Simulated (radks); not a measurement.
The numbers below are computed, except where a source is named.
V2+, 21 electrons, occupied as [Ar] 3d3. Level of theory: Dirac Kohn-Sham, PBEsol, spin-unpolarised, spherical densities, point nucleus; open shells are shared between the two j in proportion to 2j + 1; speed of light set to 13703.6 atomic units (100 times the physical value, a model run) (a radial shooting solver on a logarithmic mesh with Libxc functionals).

Normalised radial functions P(r) = r R(r) (large component), r in bohr:

r           3p1/2    3p3/2
0.004557   0.0026   0.0026
0.005839   0.0043   0.0043
0.007423   0.0068   0.0068
0.009513   0.0109   0.0109
0.01219    0.0173   0.0173
0.0155     0.0270   0.0270
0.01986    0.0422   0.0422
0.02545    0.0650   0.0650
0.03235    0.0971   0.0971
0.04146    0.1438   0.1438
0.05312    0.2070   0.2070
0.06753    0.2844   0.2844
0.08654    0.3769   0.3769
0.1109     0.4693   0.4693
0.141      0.5353   0.5353
0.1807     0.5431   0.5431
0.2315     0.4480   0.4480
0.2943     0.2301   0.2301
0.3771    -0.1175  -0.1175
0.4833    -0.5253  -0.5253
0.6144    -0.8701  -0.8701
0.7873    -1.0562  -1.0562
1.009     -1.0115  -1.0115
1.283     -0.7919  -0.7919
1.644     -0.4965  -0.4965
2.106     -0.2441  -0.2441
2.677     -0.0933  -0.0933
3.431     -0.0244  -0.0244
4.397     -0.0041  -0.0041

3p1/2: eigenvalue -60.245 eV, 1 radial node at r = 0.349 bohr, <r> = 1.02 bohr, 90 % of the charge inside 1.57 bohr. 3p3/2: eigenvalue -60.245 eV, 1 radial node at r = 0.349 bohr, <r> = 1.02 bohr, 90 % of the charge inside 1.57 bohr.
